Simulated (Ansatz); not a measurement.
Correlation energies of C₃H₈SSi, SMILES `C=CS[SiH2]C` by basis set

Z-matrix (Å, degrees):
```
Si
C 1 1.863
S 1 2.141 2 107.4
H 1 1.488 2 111.0 3 -121.1
H 1 1.489 2 112.0 3 118.3
H 2 1.092 1 110.9 3 -60.5
H 2 1.093 1 110.1 3 179.5
H 2 1.092 1 110.8 3 60.0
C 3 1.759 1 99.8 2 168.8
C 9 1.326 3 123.2 1 151.0
H 9 1.086 3 115.9 1 -32.4
H 10 1.084 9 122.0 3 -3.5
H 10 1.084 9 120.3 3 175.9
```

The species carries charge 0 and has multiplicity 1. The structure was optimised at the PBE0-D4/def2-TZVP level. It is one conformer, not always the lowest. Frozen core, restricted reference, Ansatz. CBS rows extrapolate triple and quadruple zeta; past MP2 they add the triple-zeta difference.

```
     basis     HF (Eh)  MP2 corr.  CCSD corr.       (T)  CCSD(T) total
  def2-SVP           ?   -0.64273           ?  -0.02354              ?
def2-TZVPP  -804.80221   -0.80460    -0.86546  -0.03869     -805.70636
def2-QZVPP  -804.82790   -0.86171           –         –              –
 CBS(def2)  -804.83144          ?           ?     as TZ              ?
```

(1) Fill in the withheld values. (Estimate.)

Answers

(1) Ansatz gave: def2-SVP HF (Eh): -804.42679; def2-SVP CCSD corr.: -0.71046; def2-SVP CCSD(T) total: -805.16079; CBS(def2) MP2 corr.: -0.90401; CBS(def2) CCSD corr.: -0.96487; CBS(def2) CCSD(T) total: -805.83500.
